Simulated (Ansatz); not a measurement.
C2H7NOSi, SMILES `OC1C[SiH2]N1`. Charge 0, multiplicity 1.

| atom | x (Å) | y (Å) | z (Å) |
| --- | --- | --- | --- |
| O1 | 0.795 | -0.482 | 1.777 |
| C2 | 0.700 | 0.104 | 0.501 |
| C3 | 0.298 | -0.976 | -0.529 |
| Si4 | -1.130 | 0.157 | -0.982 |
| N5 | -0.423 | 1.012 | 0.334 |
| H6 | 0.991 | 0.208 | 2.418 |
| H7 | 1.657 | 0.585 | 0.253 |
| H8 | 1.056 | -1.169 | -1.285 |
| H9 | 0.040 | -1.907 | -0.027 |
| H10 | -2.537 | -0.301 | -0.807 |
| H11 | -1.059 | 0.811 | -2.321 |
| H12 | -0.389 | 1.958 | 0.670 |

(1) List the harmonic frequencies (cm⁻¹, unscaled) at PBE0-D4/def2-TZVP in Ansatz. (Estimate.)

(2) Is this a minimum?

(3) Give the ideal-gas thermochemistry at 298.15 K and 1 bar (rigid rotor, harmonic oscillator; point group C1, symmetry number 1).

(4) Rotational constants (cm⁻¹)?

Results:

(1) The calculation gave: 68, 192, 374, 412, 478, 481, 624, 651, 734, 801, 821, 885, 925, 997, 1033, 1045, 1111, 1154, 1233, 1255, 1374, 1414, 1442, 2187, 2203, 2987, 3115, 3174, 3665, 3854.

(2) Yes, all 30 modes are real.

(3) Zero-point energy 243.4 kJ/mol; H(298) − E = 262.0 kJ/mol; entropy 323.6 J/(mol·K), of which translation 164.9, rotation 108.4, vibration 50.4; G(298) − E = 165.5 kJ/mol. Modes under 100 cm⁻¹ are hindered rotations or soft bends, so the harmonic entropy is rough.

(4) 0.2905, 0.1048, 0.08724.
